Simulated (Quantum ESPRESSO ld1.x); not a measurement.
Question: These are the eigenvalues of the occupied orbitals of an atom or ion with whole-number occupations (hartree). All-electron calculation, non-relativistic Kohn-Sham, PW91, spin-unpolarised, spherical densities, point nucleus. Program: ld1.x of Quantum ESPRESSO 7.5.

orbital  eigenvalue
1s        -111.5827
2s         -24.8773

Which element is it, and in what charge state? The configuration may be excited.

Answer: Z = 16, sulfur, charge +13: S13+ in [He] 2s1. The 1s level, -111.58 hartree, gives Z - s = 14.9 by -(Z - s)^2/2, which with screening narrows Z to a few neighbours, and the depths must fix Z and the occupations together.
